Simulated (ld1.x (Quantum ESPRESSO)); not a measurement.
# What one change does to a pseudopotential (indium (In), TM semilocal)

ld1.x (Quantum ESPRESSO) 7.5 input, shortened:

```
&input
   title='In', zed=49., rel=1, dft='WC', iswitch=3,
   config='[Kr] 4d10 5s1.75 5p1.25 5d-2'
 /
 &inputp
   pseudotype=1, tm=.true., lloc=0,
   nlcc=.false.
 /
3
5P  2  1   1.25   0.00  2.00  2.00  0.0
5D  3  2  -2.00  -0.15  2.00  2.00  0.0
5S  1  0   1.75   0.00  2.00  2.00  0.0
 &test
   configts(1)='5s1.75 5p1.25'
 /
```

Change: functional LDA (PZ).

Cutoffs: the cutoffs (Ry, on a coarse ladder) from which the occupation-weighted sum of valence levels, in a spherical-Bessel basis at the reference potential, stays within 10 and 1 mRy of its value at 400 Ry; they do not see the model core or the augmentation charge, which bear on the density cutoff. Errors are all-electron minus pseudo energies relative to the spin-unpolarised reference configuration.

How do hardness, ghosts and transferability respond?

The potential gets neither clearly harder nor softer (21 Ry and 30 Ry → 21 Ry and 30 Ry); both files keep a bound ghost (d); the number of tests with a reliable result goes from 7 to 9; of the 7 tests that both files solve, the error grows in 5 and shrinks in 0 by more than 15 % and 0.3 meV (median size 1.4 → 16.8 meV). A semilocal file is local in each channel, so a ghost entry of none says nothing of the separable form that plane-wave codes build from it.

```tsv
quantity	base	changed
cutoff, loose	21 Ry	21 Ry
cutoff, tight	30 Ry	30 Ry
bound ghosts	d	d
error for 5s2 5p1, meV [ΔE -1.45 eV]	+1.4	+1.5
error for 5s2 5p0, meV [ΔE 3.90 → 4.14 eV]	-3.5	+17
error for 5s1 5p0, meV [ΔE 23.20 → 23.80 eV]	-19	+143
error for 5s0 5p3, meV [ΔE 10.60 → 10.71 eV]	+82	+89
error for 5s2 5p0.5, meV [ΔE 0.48 → 0.59 eV]	+0.6	+4.5
error for 5s2 5p1.3, meV [ΔE -1.98 → -2.04 eV]	+0.7	+1.5
error for 5s1 5p1, meV [ΔE 10.59 → 10.83 eV]	+1.0	+28
s: phases at 2.20 bohr within 0.05 rad from the reference energy up to (Ry; the scan ends near 5)	3.7	3.7
p: phases at 2.20 bohr within 0.05 rad from the reference energy up to (Ry; the scan ends near 5)	0.7	0.6
d: phases at 2.20 bohr within 0.05 rad from the reference energy up to (Ry; the scan ends near 5)	0.3	0.3
```

 A true bound ghost makes a file unfit for plane-wave use even where its test errors are small: the radial tests pick states by their node count and pass the ghost by.
